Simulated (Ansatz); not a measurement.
# Ligand exchange: BH3 + GeH2(CH3)(SH) → BH2(SH) + GeH3(CH3)

Species: BH3 (borane) `B`, singlet; GeH2(CH3)(SH), singlet; BH2(SH), singlet; GeH3(CH3) (methyl germane), singlet. The partners trade H for SH: B–H and Ge–SH bonds give way to B–SH and Ge–H.

Shapes, held fixed at every level: PBE0-D4/def2-TZVP. Flexible molecules stand in one conformer, not always the lowest. Programs: Ansatz 0.2.0. The zero-point and thermal change to 298 K, harmonic and unscaled (PBE0-D4/def2-TZVP), is +1.5 kJ/mol.

| level | kind | ΔH(298 K) (kJ/mol) | less CCSD(T)/def2-TZVPP |
| --- | --- | --- | --- |
| BHLYP-D4/def2-TZVPP | global hybrid | -49.2 | +7.0 |
| PBE0-D4/def2-TZVPP | global hybrid | -60.8 | -4.6 |
| wB97X-V/def2-TZVPP | range-separated hybrid | -54.9 | +1.3 |
| MP2/def2-SVP | perturbation theory | -70.9 | -14.7 |
| MP2/def2-TZVPP | perturbation theory | -52.6 | +3.6 |
| CCSD/def2-TZVPP | coupled cluster or CI | -53.6 | +2.6 |
| CCSD(T)/def2-TZVPP | coupled cluster or CI | -56.2 | 0.0 |

The highest level, CCSD(T)/def2-TZVPP, gives ΔH(298 K) = -56.2 kJ/mol; the levels span -70.9 to -49.2. The column of differences is taken from that level and isn't an error. No measured value is set beside it here. Relativity is left out for Ge unless named. Correlated rows may include outer-core shells of Ge, which these sets cover unevenly.
